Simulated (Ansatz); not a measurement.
An input meant for Al(PF3)H3 (AlPH3F3) (charge 0, singlet).

```yaml
crystal:
  periodic: [false, false, false]
  atoms:
    - {symbol: Al, position_ang: [-0.005504, 0.005641, -1.496532]}
    - {symbol: P, position_ang: [-1.080481, 0.380984, 1.772946]}
    - {symbol: F, position_ang: [-1.380481, 0.080984, 1.772946]}
    - {symbol: F, position_ang: [0.774679, 1.150788, 1.753843]}
    - {symbol: F, position_ang: [0.623433, -1.250905, 1.736489]}
    - {symbol: H, position_ang: [1.588689, -0.045749, -1.572685]}
    - {symbol: H, position_ang: [-0.755581, 1.410046, -1.606740]}
    - {symbol: H, position_ang: [-0.841797, -1.350238, -1.598027]}
basis:
  gaussian: {orbitals: aug-cc-pVDZ, fitting: {mean_field: def2-universal-jkfit}}
hamiltonian: {xc: {name: B3LYP}}
scf: {omitted_lower_state_checks: [starts]}
output: {forces: true}
```

```sh
$ ansatz run in.yaml --threads 4 --pin off --events-out ev --progress --plain --max-ram 3916MiB
```

Shortened log:

```
Functional definition: B3LYP
  name "B3LYP"
  cite "Stephens, Devlin, Chabalowski & Frisch, J. Phys. Chem. 98, 11623 (1994) doi:10.1021/j100096a001"
  cite "Becke, Phys. Rev. A 38, 3098 (1988) doi:10.1103/PhysRevA.38.3098"
  cite "Lee, Yang & Parr, Phys. Rev. B 37, 785 (1988) doi:10.1103/PhysRevB.37.785"
  cite "Vosko, Wilk & Nusair, Can. J. Phys. 58, 1200 (1980) doi:10.1139/p80-159"
  parameter a0 = 0.2
  parameter ax = 0.72
  parameter ac = 0.81
  exchange = (1 - a0 - ax)*slater_x + ax*b88_x + a0*exact_x
  correlation = (1 - ac)*vwn_rpa_c + ac*lyp_c
these checks for a lower state are left out or cut short: starts
541 factors; integrals over basis functions are off by at most 3.9e-1 eV
mean field evaluation 1: about -23468.1806 eV, gradient 8.0e1 eV
mean field evaluation 2: about -23169.3082 eV, gradient 3.6e2 eV
mean field evaluation 4: about -23466.8996 eV, gradient 7.9e1 eV
mean field evaluation 8: about -23479.7145 eV, gradient 1.4e-1 eV
mean field evaluation 16: about -23479.7050 eV, gradient 1.8e-4 eV
mean field -23479.70496852 eV, -862.8632424773 hartree, gradient 3.6e-5 eV, S^2 0.000000; 0 other end points of the search recorded, 0 dependent functions left out
the calculation of the forces begins
reference -23479.70536443 eV, -862.8632570268 hartree; 29, 29 occupied and 121, 121 virtual orbitals, 541 factors
Total energy: -23479.70536443 eV, -862.8632570268 hartree
Atom 0 at    -0.005504     0.005641    -1.496532 Å, force     0.525687     0.272720     0.073733 eV/Å
Atom 1 at    -1.080481     0.380984     1.772946 Å, force  2594.081392  2595.479252    -0.894865 eV/Å
Atom 2 at    -1.380481     0.080984     1.772946 Å, force -2587.944880 -2596.211218     0.517135 eV/Å
Atom 3 at     0.774679     1.150788     1.753843 Å, force    -2.754241    -0.296451     0.037313 eV/Å
Atom 4 at     0.623433    -1.250905     1.736489 Å, force    -3.441961     0.888733    -0.005607 eV/Å
Atom 5 at     1.588689    -0.045749    -1.572685 Å, force    -0.216426    -0.037201    -0.011680 eV/Å
Atom 6 at    -0.755581     1.410046    -1.606740 Å, force    -0.079212    -0.117479     0.058590 eV/Å
Atom 7 at    -0.841797    -1.350238    -1.598027 Å, force    -0.170359     0.021643     0.225381 eV/Å
Dipole moment:    -1.692490    -0.228467     0.248696 e Å
Checks for a lower state left out: starts
```

Problem. What is wrong with this run?

Solution. One atom was put on top of another. Self-consistency was reached. The result belongs to that input, not to the species as meant.
